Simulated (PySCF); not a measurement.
C4H9O (cation, charge +1), SMILES C1C[OH+]CC1 at its PBE0/def2-SVP optimised geometry (Å):

```
14

C     -0.0764     1.0585     0.1162
C      1.0200     0.1977    -0.5154
C      0.7259    -1.1883     0.0000
O     -0.7703    -1.1883     0.0000
C     -1.3231     0.2112     0.0000
H      0.1520     1.2728     1.1714
H     -0.2045     2.0200    -0.4000
H      2.0290     0.5202    -0.2229
H      0.9651     0.2204    -1.6145
H      1.0490    -1.3534     1.0378
H      1.0279    -2.0200    -0.6479
H     -1.1982    -1.8200     0.6039
H     -2.0290     0.2799     0.8374
H     -1.8494     0.2998    -0.9586
```

Level of theory: PBE0/def2-TZVP (PySCF).

Map of the log10 of the electron density (e/bohr³), floored at −4 on the plane z = 1.2 Å:

```
|                               |
|                               |
|                               |
|                               |
|                               |
|             .....             |
|           ..:---::.           |
|          .:--====-:.          |
|         .:-=++**+=-:          |
|       .::-=+*###*+=:.         |
|     .:---==+#%@@%*+-:.        |
|    .:-=++++*#%@@%*+-::.       |
|    :-=+*****#%@%#*+--::.      |
|   .:=+*###***###*+=--::.      |
|   .:=+#%%##*****++=---:.      |
|   .:=+#%%#**+++++===-::.      |
|    :-+**#**+++=++++==-:.      |
|    .:=++++++++++****=-:.      |
|     .:-==++**++*#%%#+=:.      |
|      .:-=+*****#%@@#*=-.      |
|       :-=****+*#%@@#*=:.      |
|       .-=****++*#%#*+=:       |
|       .-=+*++==+***+=-.       |
|        :-====--==+==-:.       |
|        .:---::::---::.        |
|          .... ......          |
|                               |
|                               |
|                               |
|                               |
|                               |
```
Scale: ten equal steps from -4.00 (start of ' ') to -0.591 (end of '@'), in the order ' .:-=+*#%@'; x runs from -4.50 to 4.50, y from -4.50 (bottom) to 4.50 (top).
